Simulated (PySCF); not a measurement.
C5H4F2, SMILES C1(F)=C(F)CC=C1.

The structure is a stationary point at PBE-D3(BJ)/def2-SVP. The values are those of a single conformer.

All values below come from PBE-D3(BJ)/def2-SVP (PySCF).

No scaling factor is applied to the harmonic values.

```
mode  ν (cm⁻¹)  IR (km/mol)  moving atoms (share of kinetic energy)
----  --------  -----------  --------------------------------------
1          220          2.2                  C 35 %, H 33 %, F 33 %
2          262          1.5                           F 91 %, C 8 %
3          277          0.0                   C 72 %, F 20 %, H 8 %
4          379          9.3                          C 50 %, H 45 %
5          440          1.4                  F 45 %, C 42 %, H 13 %
6          553         11.9                          C 57 %, H 40 %
7          602         11.3                          C 57 %, F 37 %
8          674         21.8                          H 52 %, C 47 %
9          684         11.2                          C 53 %, F 42 %
10         817         34.9                  C 71 %, H 19 %, F 10 %
11         858          2.0                          C 61 %, H 39 %
12         901          2.9                          H 80 %, C 20 %
13         938          9.2                          H 57 %, C 43 %
14        1022         22.7                          H 66 %, C 26 %
15        1058          1.3                          H 89 %, C 11 %
16        1110         21.0                          C 52 %, H 43 %
17        1176          3.3                          C 49 %, H 43 %
18        1242         52.3                  C 57 %, H 33 %, F 11 %
19        1312         49.4                          C 66 %, H 28 %
20        1333         33.2                          H 72 %, C 27 %
21        1401         72.4                          C 81 %, H 12 %
22        1560         23.5                                  C 92 %
23        1709        131.6                                  C 94 %
24        2971          2.1                                  H 94 %
25        3012          0.8                           H 91 %, C 9 %
26        3156          0.9                           H 92 %, C 8 %
27        3178          0.7                          H 90 %, C 10 %
```
